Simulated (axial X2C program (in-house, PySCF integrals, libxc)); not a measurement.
## Curves of ONdO from open-shell CI on f(δφ)2 f(π)0

Computed with an axial X2C code built on PySCF integrals: two-component X2C with atomic mean-field Coulomb and Gaunt terms, basis O dyall-v3z, Nd dyall-v3z (cores contracted in-house). Orbitals come from Hartree–Fock averaged over the configuration Nd f(δφ)2 f(π)0; CI then distributes these electrons over the f(δφ), f(π) shells of Nd.

Scan along the symmetric stretch (R is each bond); masses O 15.995 u, Nd 141.908 u, O 15.995 u. Energies in cm⁻¹ from the lowest point; levels are followed by energy order within each Ω. Lowest level at 1.755 Å: 100% f(δφ)2.

```tsv
R (Å)	(1)Ω=4	(1)Ω=5	(1)Ω=6	(1)Ω=0	(1)Ω=1	(2)Ω=1	(2)Ω=0	(1)Ω=2	(3)Ω=0
1.632	5820	8095	10243	10974	11981	17766	17782	18490	18685
1.694	1349	3637	5812	6603	7705	13406	13428	14116	14452
1.755	0	2292	4491	5304	6503	12144	12176	12844	13318
1.825	1353	3636	5858	6655	7970	13562	13611	14254	14890
1.895	5172	7431	9672	10413	11849	17406	17476	18091	18895
1.974	11810	14033	16289	16933	18496	24006	24109	24671	25686
2.071	22429	24633	26908	27336	28880	34134	34757	34252	36530
```

(1) Fit the curves (1)Ω=4, (1)Ω=5, (1)Ω=6, (1)Ω=0, (2)Ω=0, (3)Ω=0 near their minima.

The 9 lowest curves are shown; the next is (4)Ω=0, from 15174 cm⁻¹.

Dynamic correlation is missing, so gaps between terms are too wide and other configurations may lie lower; the lowest level listed is that of this model, not necessarily the ground state. At most 6 roots were kept for each Ω > 0 (twice that for Ω = 0) within 3.5 eV of the lowest, so higher up levels can be missing between those listed; levels with Ω > 0 are doubly degenerate and listed once, Ω = 0 levels singly. States that fill the shells left empty in the average are placed too high. The molecule was held linear; bending was not examined.

## Answers

(1) From the open-shell CI curves, Te from the lowest:

| level | Te (cm⁻¹) | Re (Å) | ωe (cm⁻¹) |
| --- | --- | --- | --- |
| (1)Ω=4 | 0 | 1.757 | 814.8 |
| (1)Ω=5 | 2291 | 1.757 | 813.0 |
| (1)Ω=6 | 4491 | 1.756 | 813.2 |
| (1)Ω=0 | 5305 | 1.756 | 806.8 |
| (2)Ω=0 | 12175 | 1.755 | 815.5 |
| (3)Ω=0 | 13313 | 1.752 | 820.5 |

Without dynamic correlation distances can be off by several hundredths of an Å (long for ionic bonds, short for multiple bonds) and the wavenumbers are rough.
